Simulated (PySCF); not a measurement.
Si(F)(Me)2(Cl) (C₂H₆ClFSi), SMILES C[Si](C)(F)Cl. Geometry optimised at PBE0-D3(BJ)/def2-SVP.

Method: PBE0-D3(BJ)/def2-SVP run with PySCF.

Harmonic wavenumbers (cm⁻¹): 142, 154, 176, 181, 227, 263, 280, 516, 681, 698, 746, 796, 821, 852, 931, 1272, 1274, 1417, 1418, 1426, 1430, 3063, 3064, 3169, 3170, 3178, 3178. Rotational constants (GHz): 3.363, 2.286, 2.164; symmetry number 1.

### Question
Work out the zero-point energy and the ideal-gas rigid-rotor harmonic-oscillator thermochemistry at 298.15 K and 1 atm.

### Answer
ZPE = ½ Σ hcν = ½ × 34524 cm⁻¹ = 206.50 kJ/mol. H − E(el) = 228.95 kJ/mol. Entropy in J/(mol K): translation 167.66, rotation 114.47, vibration 73.14, total 355.27. G − E(el) = 123.03 kJ/mol. Cp = 114.72 J/(mol K). Modes under 150 cm⁻¹ make the vibrational entropy uncertain.
